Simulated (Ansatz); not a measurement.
Cost and result for the atomization energy of C2H3F2NSn, SMILES `[CH3][Sn]([F])([F])[C]#N` (9 atoms, 8 bonds).

```xyz
9

C    -1.471   -0.108    0.348
Sn    0.550    0.411    0.106
F     0.741    2.131   -0.679
F     1.438    0.565    1.779
C     1.779   -0.843   -1.041
N     2.388   -1.580   -1.683
H    -1.532   -1.087    0.821
H    -1.951   -0.132   -0.629
H    -1.942    0.644    0.979
```

The species carries charge 0 and has multiplicity 1. Correlated methods include outer-core shells of Sn, which these sets cover unevenly. Sn: def2 effective core potential. All single points use the PBE0-D4/def2-TZVP geometry. Program: Ansatz. Hardware: A = 2 threads of an AMD EPYC 7R13 on a shared host; B = 2 threads of an AMD EPYC 7R13 on a shared host and a share of an NVIDIA H100 80 GB. Times are those of one run each, without the atoms' runs, and a repeat can differ threefold. Electronic energies, without spin–orbit coupling; frozen cores. CCSD(T)/CBS adds CCSD(T) − MP2 in def2-TZVPP to the MP2 limit, and its time is that of the two runs behind it. T1 = 0.014. With those shells the extrapolation isn't a true limit. B3LYP takes the VWN-RPA correlation (the form of Gaussian; ORCA's B3LYP/G).

CCSD(T)/CBS is a level of theory with its own doubt, some kJ/mol a heavy atom from the limit and from the frozen cores, so smaller differences don't rank the functionals.

| level | functions | wall time | atomization (kcal/mol) | difference from CCSD(T)/CBS | per bond |
| --- | --- | --- | --- | --- | --- |
| CCSD(T)/def2-SVP [B] | 111 | 1.7 s | 789.3 | -63.7 | -8.0 |
| MP2/def2-QZVPP [B] | 457 | 3.2 s | 869.3 | 16.3 | 2.0 |
| LDA (SPW92)/def2-TZVPP [A] | 247 | 3.6 s | 982.5 | 129.5 | 16.2 |
| CCSD(T)/def2-TZVPP [B] | 247 | 3.7 s | 824.0 | -29.0 | -3.6 |
| revPBE-D4/def2-TZVPP [A] | 247 | 6 s | 845.6 | -7.4 | -0.9 |
| BLYP-D4/def2-TZVPP [A] | 247 | 6.5 s | 853.4 | 0.4 | 0.1 |
| CAM-B3LYP-D4/def2-TZVPP [A] | 247 | 6.5 s | 848.4 | -4.6 | -0.6 |
| CCSD(T)/CBS(def2) | – | 7 s | 853.0 | 0.0 | 0.0 |
| PBE-QIDH/def2-TZVPP [A] | 247 | 11 s | 835.9 | -17.1 | -2.1 |
| r2SCAN-D4/def2-TZVPP (with forces) [A] | 247 | 13 s | 844.4 | -8.6 | -1.1 |
| B3LYP-D4/def2-TZVPP (with forces) [A] | 247 | 14 s | 842.4 | -10.6 | -1.3 |
| ωB97M-V/def2-TZVPP (with forces) [A] | 247 | 17 s | 847.4 | -5.6 | -0.7 |
| r2SCANh-D4/def2-TZVPP [A] | 247 | 19 s | 833.6 | -19.4 | -2.4 |

At CCSD(T), def2-SVP lies −63.7 kcal/mol from the extrapolated value and def2-TZVPP −29.0 kcal/mol: correlation converges slowly with the basis, and small sets miss more of it in the bonded molecule than in its fragments. In def2-TZVPP, CCSD(T) changes the Hartree–Fock value by +248.9 kcal/mol (the triples alone add +19.6 kcal/mol) and MP2 by +276.4 kcal/mol; breaking electron pairs costs correlation energy, which Hartree–Fock lacks. From PBE to PBE0 (25 % exact exchange), in def2-TZVPP and without D4, the atomization energy moves by −30.5 kcal/mol: exact exchange takes away binding that semilocal exchange gives to molecules.

Spin–orbit coupling would lower the free Sn atoms strongly, and the atomization energy with them, by more than many differences here. For some Ge, Se and Sn compounds the MP2-based and the directly extrapolated limit differ by 10 to 25 kJ/mol.
